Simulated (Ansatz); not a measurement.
`[CH3][Al]([NH2])[Cl]`, relaxed with RKS PBE-D4/def2-SVP in Ansatz from a rough embedded geometry. The force threshold is 0.03 eV/Å; the program also tests the step.

The species carries charge 0 and has multiplicity 1.

Start:

```xyz
9

C     1.346    0.232    0.635
Al   -0.495    0.386    0.017
N    -1.402   -1.156   -0.582
Cl   -1.475    2.325   -0.088
H     2.041    0.900    0.070
H     1.726   -0.814    0.639
H     1.418    0.572    1.727
H    -2.300   -0.873   -0.994
H    -0.859   -1.573   -1.424
```

By how much does the energy fall, and how many steps does the optimiser take? (An estimate is asked.)

The calculation gave: 38.34 kJ/mol, in 6 steps.

Which bonds change most? (Best estimate.)

Ansatz gave: Al2–N3 from 1.887 to 1.778 Å; N3–H9 from 1.085 to 1.022 Å; Al2–Cl4 from 2.175 to 2.129 Å; C1–H7 from 1.146 to 1.110 Å.

Give the relaxed structure. (An estimate is asked.)

Computed: 
```xyz
9

C     1.360    0.251    0.637
Al   -0.461    0.416   -0.044
N    -1.336   -0.911   -0.840
Cl   -1.523    2.254    0.111
H     2.054    0.907    0.071
H     1.742   -0.788    0.570
H     1.414    0.570    1.699
H    -2.285   -0.847   -1.216
H    -0.966   -1.852   -0.988
```
